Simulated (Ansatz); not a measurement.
Start from `F[CH2][GeH2][GeH3]` and change one atom or group to get `F[CH2][GeH2][SH]`.

Ansatz, PBE0-D4/def2-TZVP geometries, multiplicity 1. Each molecule was computed in one conformer, which needn't be the lowest.

Scalar relativity is left out up to krypton.

| property | `F[CH2][GeH2][GeH3]` |
| --- | --- |
| LUMO energy (B3LYP/def2-TZVPP) / eV | 0.03 |
| HOMO energy (PBE0/def2-TZVPP) / eV | -8.05 |
| HOMO–LUMO gap (ωB97M-V/def2-TZVPP) / eV | 12.07 |
| HOMO–LUMO gap (PBE0/def2-TZVPP) / eV | 8.36 |
| size of the dipole moment (B3LYP/def2-TZVPP) / D | 1.44 |
| HOMO–LUMO gap (B3LYP/def2-TZVPP) / eV | 7.88 |

Problem. Give the same properties after the change, and the shifts. (Estimate.)

Solution. Computed: 
```tsv
property	`F[CH2][GeH2][SH]`	shift
LUMO energy (B3LYP/def2-TZVPP) / eV	-0.20	-0.23
HOMO energy (PBE0/def2-TZVPP) / eV	-7.31	0.74
HOMO–LUMO gap (ωB97M-V/def2-TZVPP) / eV	11.43	-0.64
HOMO–LUMO gap (PBE0/def2-TZVPP) / eV	7.38	-0.98
size of the dipole moment (B3LYP/def2-TZVPP) / D	1.78	0.34
HOMO–LUMO gap (B3LYP/def2-TZVPP) / eV	6.87	-1.01
```

With PBE0 the HOMO rises by 0.74 eV and the LUMO falls by 0.23 eV, so the gap narrows by about 0.97 eV. PBE moves the HOMO by 0.79 eV and ωB97M-V by 0.60 eV. Dipoles are sizes alone; their direction can turn.

B3LYP here is the variant with VWN-RPA as its local correlation; programs differ in this.
